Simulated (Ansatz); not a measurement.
Geometry optimisation, RKS PBE-D4/6-31G* in Ansatz.

input.yaml

```yaml
crystal:
  periodic: [false, false, false]
  atoms:
    - { symbol: Al, position_ang: [-0.198477, 0.512173, -0.398521] }
    - { symbol: Cl, position_ang: [-0.081934, 0.060268, 3.000528] }
    - { symbol: H, position_ang: [1.128194, -0.346709, -0.505095] }
    - { symbol: "N", position_ang: [-1.72613, -0.05293, -1.134205] }
    - { symbol: H, position_ang: [-1.821031, -0.974179, -1.56269] }
    - { symbol: H, position_ang: [-2.614408, 0.445795, -1.166697] }
    - { symbol: O, position_ang: [-0.087315, 2.111266, 0.348625] }
    - { symbol: H, position_ang: [-0.903528, 2.642128, 0.384197] }
    - { symbol: H, position_ang: [0.104529, 1.219687, 2.350359] }
basis:
  gaussian: { orbitals: "6-31G*" }
hamiltonian:
  xc: pbe
  dispersion: d4
relax:
  f_tol: 0.03
  max_steps: 50
```

Launched with:

```bash
$ ansatz run input.yaml --threads 1 --pin off --max-ram 2048MiB --backend cpu --events-out ev --progress --plain --runs-dir out
```

**Question.** Where does it end, and by what steps?

**Answer.** It converged. The force dipped under the threshold on the way, but the program's further checks kept it going. After 27 steps the energy has fallen by 1.292 eV; H9 moved furthest, 1.47 Å. Parted: Cl2–H9 (1.34 → 3.02 Å). Joined: Al1–Cl2 (3.43 → 2.16 Å), O7–H9 (2.20 → 0.98 Å).

| step | energy less start (eV) | largest force component (eV/Å) | accepted |
| --- | --- | --- | --- |
| 0 | 0.0000 | 0.711 | yes |
| 1 | -0.1051 | 0.208 | yes |
| 2 | -0.1276 | 0.293 | yes |
| 3 | -0.1387 | 0.259 | yes |
| 4 | -0.1413 | 0.055 | yes |
| 5 | -0.1419 | 0.016 | yes |
| 6 | -0.1433 | 0.063 | yes |
| 7 | -0.1521 | 0.146 | yes |
| 8 | -0.1788 | 0.276 | yes |
| 9 | -0.2089 | 0.329 | yes |
| 10 | -0.2464 | 0.488 | yes |
| 11 | -0.2995 | 0.571 | yes |
| 12 | -0.3790 | 0.904 | yes |
| 13 | -0.5007 | 1.090 | yes |
| 14 | -0.8020 | 1.775 | yes |
| 15 | -1.0215 | 0.573 | yes |
| 16 | -1.1172 | 0.311 | yes |
| 17 | -1.1273 | 1.290 | yes |
| 18 | -1.1838 | 0.338 | yes |
| 19 | -1.0224 | 1.875 | no |
| 20 | -1.2156 | 0.339 | yes |
| 21 | -1.2316 | 0.313 | yes |
| 22 | -1.2561 | 0.329 | yes |
| 23 | -1.2793 | 0.363 | yes |
| 24 | -1.2833 | 0.281 | yes |
| 25 | -1.2909 | 0.257 | yes |
| 26 | -1.2919 | 0.114 | yes |
| 27 | -1.2923 | 0.026 | yes |

```xyz
9
Properties=species:S:1:pos:R:3
Al -0.044 0.009 0.282
Cl -0.454 -0.594 2.314
H 1.302 -0.457 -0.422
N -1.608 0.331 -0.686
H -1.615 0.176 -1.698
H -2.494 -0.017 -0.310
O -0.059 2.005 0.473
H -0.956 1.891 -0.032
H -0.273 2.273 1.394
```

Whether the end is a true minimum wasn't checked by a vibrational analysis.

Run time: 70 s on 1 thread of Arm Neoverse V2, on a shared host, peak memory 0.15 GiB.
